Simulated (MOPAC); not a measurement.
MOPAC input (PM6):

```
PM6 1SCF CHARGE=-1 GEO-OK AUX(PRECISION=9) THREADS=1
H3Sn

Sn   -0.03671029 1    0.03918510 1   -0.01708420 1
H     0.48868748 1   -1.34950674 1   -1.04798386 1
H    -0.31208782 1   -1.02448347 1    1.41819917 1
H     1.65891466 1    0.41473540 1    0.48399458 1
```

Question: What heat of formation does the run end on, and which ionisation energy by Koopmans theorem?

Answer: 31.90 kcal/mol; 2.27 eV.
